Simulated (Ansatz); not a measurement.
CH4ClOSi, SMILES `C[Si](O)Cl` radical, one more setting.

```yaml
crystal:
  periodic: [false, false, false]
  atoms:
    - {symbol: C, position_ang: [-0.661477, 0.770491, -0.124623]}
    - {symbol: Si, position_ang: [0.733613, -0.327835, -0.484391]}
    - {symbol: O, position_ang: [1.361714, -0.593434, 1.000204]}
    - {symbol: Cl, position_ang: [-0.092806, -1.989817, -1.395443]}
    - {symbol: H, position_ang: [-1.169644, 1.208801, -0.968987]}
    - {symbol: H, position_ang: [-1.398615, 0.272607, 0.472967]}
    - {symbol: H, position_ang: [-0.325807, 1.823575, 0.424212]}
    - {symbol: H, position_ang: [2.074281, -1.367473, 0.997897]}
basis:
  gaussian: {orbitals: def2-SVP, fitting: {mean_field: def2-universal-jkfit}}
magnetization: {spin_polarized: true, initial_magnetization: 1}
hamiltonian: {xc: {name: wB97X-V}}
scf: {lower_state_search: light}
output: {forces: true}
```

```sh
$ ansatz run in.yaml --threads 2 --pin off --events-out ev --progress --plain --max-ram 32768MiB --backend cpu
```

It prints (some lines left out):

```
Functional definition: wB97X-V
  name "wB97X-V"
  cite "Mardirossian & Head-Gordon, Phys. Chem. Chem. Phys. 16, 9904 (2014) doi:10.1039/C3CP54374A"
  cite "Becke, J. Chem. Phys. 107, 8554 (1997) doi:10.1063/1.475007"
  cite "Vydrov & Van Voorhis, J. Chem. Phys. 133, 244103 (2010) doi:10.1063/1.3521275"
  parameter omega = 0.3/bohr
  parameter cx = 0.167
  parameter cx1 = 0.603
  parameter cx2 = 1.194
  parameter css0 = 0.556
  parameter css1 = -0.257
  parameter cos0 = 1.219
  parameter cos1 = -1.850
  parameter b = 6.0
  parameter c = 0.01
  exchange = spin_sum(e_x_unif_sr(omega)*poly(b97_u_x, 1 - cx, cx1, cx2)) + cx*exact_x_sr(omega) + exact_x_lr(omega)
  correlation = spin_sum(e_c_pw_same_spin*poly(b97_u_same, css0, css1))
      + integral(e_c_pw_opposite_spin*poly(b97_u_opposite, cos0, cos1)) + vv10(b, c)
480 factors; integrals over basis functions are off by at most 3.2e-1 eV
480 factors; integrals over basis functions are off by at most 3.3e-7 eV
mean field evaluation 1: about -23532.7786 eV, gradient 3.3e1 eV
mean field evaluation 2: about -23532.8785 eV, gradient 3.5e1 eV
mean field evaluation 4: about -23537.4352 eV, gradient 1.2e0 eV
mean field evaluation 8: about -23537.4539 eV, gradient 4.0e-2 eV
mean field evaluation 16: about -23537.4539 eV, gradient 3.4e-5 eV
mean field -23537.45391623 eV, -864.9854771620 hartree, gradient 3.4e-5 eV, S^2 0.751674; 0 other end points of the search recorded, 0 dependent functions left out
the calculation of the forces begins
reference -23537.45391538 eV, -864.9854771309 hartree; 25, 24 occupied and 59, 60 virtual orbitals, 480 factors
Total energy: -23537.45391538 eV, -864.9854771309 hartree
Atom 0 at    -0.661477     0.770491    -0.124623 Å, force     0.656079     4.409073     1.153350 eV/Å
Atom 1 at     0.733613    -0.327835    -0.484391 Å, force     0.247862     0.329851    -1.036760 eV/Å
Atom 2 at     1.361714    -0.593434     1.000204 Å, force     2.964326    -3.232014     0.866434 eV/Å
Atom 3 at    -0.092806    -1.989817    -1.395443 Å, force    -0.017694    -0.508735    -0.086526 eV/Å
Atom 4 at    -1.169644     1.208801    -0.968987 Å, force    -0.391470    -0.169089    -1.012658 eV/Å
Atom 5 at    -1.398615     0.272607     0.472967 Å, force    -0.684102    -0.501992     0.812744 eV/Å
Atom 6 at    -0.325807     1.823575     0.424212 Å, force    -0.555718    -2.861993    -0.885811 eV/Å
Atom 7 at     2.074281    -1.367473     0.997897 Å, force    -2.219283     2.534899     0.189226 eV/Å
Dipole moment:     0.179633     0.090805     0.098356 e Å
```

It took 6.5 s on 2 threads of a server CPU on a shared host, with 0.39 GiB of host memory at the peak.
